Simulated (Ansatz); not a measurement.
Total energies of TiF2Cl2 (TiCl₂F₂) from Ansatz at PBE0-D4/def2-TZVP, gas phase (1 Eh = 27.2114 eV = 2625.5 kJ/mol). The reference geometry is relaxed at B3LYP-D4/def2-SVP.

```
                 state                      geometry  energy (Eh)
      charge 0 singlet                     reference  -1969.26691
      charge 1 doublet                     reference  -1968.82585
      charge 1 doublet  relaxed at B3LYP-D4/def2-SVP  -1968.84362
free Ti atom (triplet)                             –   -849.14317
 free F atom (doublet)                             –    -99.67617
free Cl atom (doublet)                             –   -459.99739
```

(1) Work out the vertical ionisation energy to the doublet.

(2) How much does the charge 1 doublet relax, and what is the adiabatic ionisation energy?

(3) What is the binding energy per atom against free atoms?

(1) E(charge 1 doublet) − E(charge 0 singlet) = -1968.82585 − (-1969.26691) = 0.44106 Eh = 12.00 eV. For comparison, −ε of the highest occupied level is 9.87 eV at this level, 2.13 eV less.

(2) Relaxation: -1968.82585 − (-1968.84362) = 0.01777 Eh = 0.48 eV. Adiabatic ionisation energy: 0.42329 Eh = 11.52 eV, without zero-point energy. 

(3) Atoms: 1 × (-849.14317) + 2 × (-99.67617) + 2 × (-459.99739) = -1968.49029 Eh. Binding: -1968.49029 − (-1969.26691) = 0.77662 Eh = 21.13 eV, or 4.23 eV for each of 5 atoms (no zero-point energy, no counterpoise term).
